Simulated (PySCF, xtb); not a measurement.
C4H8O2, SMILES O[C@@H]1[C@](O)(C)C1. Other conformers were not sampled.

Harmonic wavenumbers (cm⁻¹) from xtb with GFN2-xTB at its own minimum, in rising order: 142, 203, 233, 243, 286, 385, 398, 459, 487, 748, 841, 910, 933, 980, 1016, 1044, 1077, 1098, 1168, 1214, 1233, 1259, 1306, 1382, 1400, 1457, 1476, 1487, 2967, 3013, 3028, 3067, 3093, 3119, 3523, 3524.

**Question.** What does PBE-D3(BJ)/def2-SVP (PySCF 2.14.0) give at its own minimum? (Estimate from the structure and the level; the computed values follow.)

**Answer.** 197, 216, 251, 299, 319, 392, 409, 461, 498, 709, 801, 875, 897, 930, 974, 988, 1044, 1070, 1155, 1215, 1221, 1275, 1305, 1342, 1353, 1402, 1410, 1463, 2964, 3012, 3046, 3063, 3092, 3168, 3671, 3687. Paired by order, the mean absolute difference is 34 cm⁻¹ and the zero-point energies are 71.8 and 71.7 kcal/mol.
